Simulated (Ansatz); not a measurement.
A nudged elastic band was laid between two geometries of Cl3H2InO (7 atoms, charge 0, multiplicity 1).

Level of theory: RHF/def2-SVP in Ansatz.

```
movable images  : 7
climbing image  : yes
spring          : 5.0 eV/Å²
optimiser       : quadratic models (default)
start path      : through a guess of the saddle point
force threshold : 0.03 eV/Å
iteration limit : 60
end points      : relaxed
```

First end point:

```xyz
7
Properties=species:S:1:pos:R:3
In -0.877 -0.490 -0.104
Cl 0.254 -2.535 0.162
Cl -1.834 0.007 -2.181
Cl -1.715 0.600 1.804
H 1.912 0.241 -0.087
O 1.088 0.715 -0.088
H 1.171 1.462 0.495
```

Last end point:

```xyz
7
Properties=species:S:1:pos:R:3
In -0.839 0.228 -0.095
Cl 0.882 -2.066 0.095
Cl -1.939 -0.077 -2.130
Cl -2.074 0.311 1.889
H 1.639 -1.017 0.075
O 1.046 0.881 -0.074
H 1.283 1.739 0.241
```

Question: Which bonds break or form, and what moves?

Answer: Bonds broken: H5–O6. Bonds formed: Cl2–H5.

Question: What energy profile does the band end with?

Answer: It converged. The highest image is number 6 of 0 to 8, 41.0 kcal/mol above the first end and 1.3 kcal/mol above the last; the last end lies 39.7 kcal/mol above the first. A vibrational analysis at the climbing image gives one clearly imaginary mode, 524i cm⁻¹: a first-order saddle point. The orbitals stay closed-shell, which can raise the energy where a bond breaks towards radicals; this wasn't checked here.

```csv
image,path coordinate (Å),energy (kcal/mol),H5–O6 (Å),Cl2–H5 (Å)
0,0.00,0.0,0.95,3.24
1,0.31,0.2,0.95,2.99
2,0.61,1.0,0.95,2.67
3,0.92,3.5,0.96,2.32
4,1.23,12.1,0.99,1.98
5,1.53,31.8,1.15,1.66
6,1.84,41.0,1.48,1.39
7,2.11,40.1,1.76,1.31
8,2.37,39.7,1.99,1.29
```

Question: What is the geometry of the highest image?

Answer: 
```xyz
7
Properties=species:S:1:pos:R:3
In -0.865 0.100 -0.113
Cl 0.904 -1.968 0.114
Cl -1.934 -0.056 -2.176
Cl -2.054 0.373 1.876
H 1.449 -0.694 0.076
O 1.076 0.730 -0.085
H 1.425 1.516 0.308
```

Question: What are the harmonic wavenumbers there?

Answer: 524i, 66, 96, 113, 119, 178, 240, 373, 412, 595, 631, 792, 987, 1785, 4193 cm⁻¹.

Run time: 3 min on 2 threads of Intel(R) Xeon(R) Platinum 8488C (Sapphire Rapids), on a shared host, peak memory 0.26 GiB.
